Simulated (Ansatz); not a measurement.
Abridged output of a molecular run in Ansatz:

```
Functional definition: HF
1587 factors; integrals over basis functions are off by at most 1.2e-3 eV
mean field evaluation 1: about -29101.9904 eV, gradient 2.7e1 eV
mean field evaluation 2: about -29102.3155 eV, gradient 2.7e1 eV
mean field evaluation 4: about -29105.0897 eV, gradient 3.8e0 eV
mean field evaluation 8: about -29105.1633 eV, gradient 3.4e-1 eV
mean field evaluation 16: about -29105.1643 eV, gradient 1.5e-6 eV
mean field -29105.16429845 eV, -1069.5950597790 hartree, gradient 1.4e-6 eV, S^2 0.000000; 0 other end points of the search recorded, 0 dependent functions left out
17 core orbitals not correlated: weight in the atoms' cores, before any rotation towards them, 1.000 or more for the frozen orbitals, at most 0.000 for the correlated occupied ones
reference -29105.16429845 eV, -1069.5950597790 hartree; 14, 14 occupied and 241, 241 virtual orbitals, 1587 factors
second order -19.56470339 eV of doubles, -0.00000000 eV of singles
cycle   1  -20.52702315 eV  change   -9.6e-1 eV  update   1.1e-1
cycle   2  -21.16596623 eV  change   -6.4e-1 eV  update   3.5e-2
cycle   3  -21.27490958 eV  change   -1.1e-1 eV  update   1.6e-2
cycle   4  -21.26729954 eV  change    7.6e-3 eV  update   4.3e-3
cycle   5  -21.26738138 eV  change   -8.2e-5 eV  update   1.8e-3
cycle   6  -21.26744524 eV  change   -6.4e-5 eV  update   4.7e-4
cycle   7  -21.26733523 eV  change    1.1e-4 eV  update   2.0e-4
cycle   8  -21.26735088 eV  change   -1.6e-5 eV  update   7.1e-5
cycle   9  -21.26736108 eV  change   -1.0e-5 eV  update   2.9e-5
perturbative correction -0.97094890 eV, -0.0356817138 hartree
Total energy: -29127.40260843 eV, -1070.4123025971 hartree
```

Its atoms:

Z-matrix (Å, degrees):
```
Si
Al 1 2.457
C 1 1.900 2 88.2
H 1 1.490 2 126.9 3 -110.7
H 1 1.492 2 116.3 3 107.3
Cl 2 2.589 1 71.9 3 -16.3
H 2 1.588 1 117.6 3 77.1
H 2 1.587 1 120.7 3 -110.8
C 3 1.321 1 135.4 2 -149.6
H 9 1.084 3 123.7 1 173.1
H 9 1.085 3 118.4 1 -6.6
```

Q: Which basis set was used?
A. def2-TZVPP
B. def2-SVP
C. def2-SVPD
D. def2-QZVPP

A: A. It gives 272 functions.

Q: Write the keys of the input that set method, charge and spin (a neutral closed shell needs none for the last two).

A: 
```yaml
correlation: {method: ccsd_t}
```
